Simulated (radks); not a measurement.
The numbers below are computed, except where a source is named.
Problem. Ionisation of neutral potassium, [Ar] 4s1, to K+, [Ar], under several functionals. Dirac Kohn-Sham, spin-unpolarised, spherical densities, finite nucleus; a radial shooting solver on a logarithmic mesh with Libxc functionals. The NIST Atomic Spectra Database gives 4.341 eV (measured). Rank these functionals by the error of their Delta-SCF ionisation energy: HCTH/407; OLYP; PBE; PW91; exchange-only B88; RPBE; AM05; BP86; exchange-only PBE.

Solution. From best to worst: RPBE 4.338 eV (-0.003); PW91 4.345 eV (+0.005); BP86 4.335 eV (-0.005); PBE 4.314 eV (-0.027); OLYP 4.295 eV (-0.046); AM05 4.196 eV (-0.145); HCTH/407 4.591 eV (+0.250); exchange-only PBE 4.057 eV (-0.284); exchange-only B88 3.891 eV (-0.450). Spin polarisation and multiplet splitting are left out, so open shells lie too high by an amount that depends on their filling.

Beside tabulated values, note that spin-unpolarised runs miss the spin-polarisation part of the exchange energy of open shells.
